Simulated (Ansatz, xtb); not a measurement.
**Relative energy of two isomers of C5H5OPS**

Structure a: `OC1=C(S)C=CP=C1`, a singlet. Structure b: `OC1=CC=CP=C1S`, a singlet. Both are isolated molecules in the gas phase, relaxed with B3LYP-D3(BJ)/def2-SVP; the shapes shown needn't be the lowest conformers.

a (Å):

```yaml
atoms:
  - { symbol: C, position_ang: [-0.6168, 0.2541, -0.3278] }
  - { symbol: C, position_ang: [-0.3822, 1.2882, -1.2318] }
  - { symbol: C, position_ang: [1.8065, -0.0387, -1.9435] }
  - { symbol: C, position_ang: [1.4074, -0.9695, -0.9884] }
  - { symbol: C, position_ang: [0.2529, -0.8564, -0.2001] }
  - { symbol: O, position_ang: [-1.7090, 0.2619, 0.4877] }
  - { symbol: P, position_ang: [0.9583, 1.4286, -2.3383] }
  - { symbol: S, position_ang: [-0.0752, -2.1560, 0.9609] }
  - { symbol: H, position_ang: [-2.2302, 1.0579, 0.3194] }
  - { symbol: H, position_ang: [-1.1182, 2.1025, -1.2516] }
  - { symbol: H, position_ang: [2.7303, -0.2433, -2.4940] }
  - { symbol: H, position_ang: [2.0300, -1.8569, -0.8319] }
  - { symbol: H, position_ang: [-1.2168, -1.6268, 1.4481] }
```

b (Å):

```xyz
13

C    -0.0031   -0.9733   -0.7432
C    -1.2048   -0.2446   -0.6503
C    -1.2507    1.1440   -0.6039
C    -0.1188    1.9660   -0.6487
C     1.2538   -0.3330   -0.7883
O    -0.1115   -2.3117   -0.7803
P     1.5160    1.3977   -0.7656
S     2.7060   -1.3934   -0.9628
H     0.7916   -2.6711   -0.8955
H    -2.1283   -0.8261   -0.6161
H    -2.2366    1.6148   -0.5313
H    -0.2628    3.0506   -0.6109
H     2.9386   -1.6025    0.3582
```

Estimate E(b) − E(a) at the level CCSD(T)/def2-SVP + ΔMP2/def2-TZVPP.

CCSD(T)/def2-SVP + ΔMP2/def2-TZVPP gives E(b) − E(a) = −0.075 eV, slightly favouring structure b, which is too small a margin to settle the true order.

How the difference moves with the method:

```tsv
level	geometry	E(b) − E(a) (eV)	departure from the last row (eV)	job, with rough time for the two
B3LYP-D3(BJ)/def2-SVP	B3LYP-D3(BJ)/def2-SVP	−0.099	−0.024	optimisation, 99 s
HF/def2-SVP	B3LYP-D3(BJ)/def2-SVP	−0.111	−0.036	part of the CCSD(T) run
MP2/def2-SVP	B3LYP-D3(BJ)/def2-SVP	−0.076	−0.001	part of the CCSD(T) run
CCSD(T)/def2-SVP	B3LYP-D3(BJ)/def2-SVP	−0.092	−0.017	single point
CCSD(T)/def2-SVP + ΔMP2/def2-TZVPP	B3LYP-D3(BJ)/def2-SVP	−0.075		single point, 2.1 min
```

As drawn, both hold the same kinds of bond in the same numbers.

The largest departure from CCSD(T)/def2-SVP + ΔMP2/def2-TZVPP is that of HF/def2-SVP, 0.036 eV. No reliable frequencies are at hand for b, so it isn't confirmed as a minimum. Levels run at GFN2-xTB geometries aren't shown. The last row adds to CCSD(T) the change of the MP2 difference between the two basis sets, here +0.017 eV.

The correlated steps freeze 16 core orbitals. Codes used: Ansatz 0.2.0, xtb 6.7.1; the last row on 2 threads of Arm Neoverse V2 on a shared host.
